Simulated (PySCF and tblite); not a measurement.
The numbers below are computed, except where a source is named.
C₆H₁₀BrN, numbered as in [CH3:1][C@H:2]([Br:3])[CH2:4][C@H:5]([CH3:6])[C:7]#[N:8]. Level: PBE0-D3(BJ)/def2-SVP (IEF-PCM, methanol)//GFN2-xTB, thermal terms from GFN2-xTB, symmetry numbers and mirror pairs counted. Conformers within 2.5 kcal/mol (GFN2-xTB free energy) were kept, 4 at most. GIAO shieldings: B97-2/pcSseg-1 (IEF-PCM, methanol). Shifts are against TMS (¹H), TMS (¹³C) at the same level. (PySCF 2.14, tblite 0.8.)

Torsions listed: Br3–C2–C4–C5, C2–C4–C5–C6.

```tsv
conformer	shape	point group	mirror pair	ΔE(DFT)	Δ(G−E) at 350 K	δ H5 (ppm)
1	66°, -177°	C1	no	0.00	0.00	3.24
2	176°, -62°	C1	no	1.77	-0.06	2.82
3	169°, -162°	C1	no	2.17	-0.07	2.62
```

Energies in kcal/mol; the thermal term leaves out symmetry numbers and mirror images.

**Question.** Work out the weights at 350 K and the ¹H shift of H5 under fast exchange.

**Answer.** RT = 0.696 kcal/mol. Each conformer gets RT ln(σ/g), with σ the rotational symmetry number and g = 2 for a mirror pair: 1: σ = 1, g = 1, G = 0.00 + 0.00 + 0.00 = 0.00, 0.00 above the lowest, exp(−ΔG/RT) = 1.000; 2: σ = 1, g = 1, G = 1.77 − 0.06 + 0.00 = 1.71, 1.71 above the lowest, exp(−ΔG/RT) = 0.085; 3: σ = 1, g = 1, G = 2.17 − 0.07 + 0.00 = 2.11, 2.11 above the lowest, exp(−ΔG/RT) = 0.048. The sum is 1.134, so the weights are 88.2, 7.5, 4.3 %. The averaged shift is 3.18 ppm. At 298.15 K it is 3.21 ppm. At 298.15 K the leading conformer alone gives 3.24 ppm and bare DFT energies give 3.21 ppm.

Spin–orbit effects of the heavy atoms on shieldings are missing.
